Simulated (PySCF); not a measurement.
Computed shifts of a molecule C4H8Se, PBE0/pcSseg-1 run with PySCF, GIAO, gas phase, equivalent atoms averaged, in ppm (number of nuclei): ¹³C: 150.6 (1), 128.2 (1), 49.7 (1), 32.7 (1). ¹H: 6.41 (1), 5.83 (2), 3.06 (1), 3.01 (1), 2.45 (1), 2.39 (1), 2.34 (1). References: ¹³C against TMS (σ = 186.3 ppm); ⁷⁷Se against Me2Se (σ = 1740.1 ppm); ¹H against TMS (σ = 31.56 ppm), references at their B3LYP-D3(BJ)/def2-TZVP geometries, non-relativistic. Coordinates come from a PBE-D3(BJ)/def2-SVP optimisation. Other conformers were not sampled.

Identify the compound among the candidates.
(A) C=C[C@H](C)[SeH]
(B) [SeH]CC1CC1
(C) C=CCC[SeH]
(D) C=C(C)C[SeH]

C, C=CCC[SeH]
